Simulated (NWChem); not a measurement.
Molecule: CH3BeBrS; SMILES C[S][Be][Br]

Program: NWChem. All runs use the structure optimised with PBE0/def2-SVP. One conformer.

Diagonal of the polarisability tensor at CAM-B3LYP/def2-SVPD, static: 63.99, 90.48, 56.93 bohr³.

Task: Find the mean polarisability volume, the molar refraction, and the refractive index that an ideal gas of it would have at 273.15 K and 1 atm.

Result: 
1. Mean: one third of the trace = 70.47 bohr³ × 0.14818 Å³/bohr³ = 10.44 Å³.
2. Molar refraction (Lorentz-Lorenz): (4π/3) N_A α = 26.3 cm³/mol.
3. Number density p/kT = 2.687 × 10⁻⁵ Å⁻³; n − 1 = 2π N α = 17.63 × 10⁻⁴.
4. These hold the electronic response alone: vibrational and orientational terms add to the static dielectric constant.
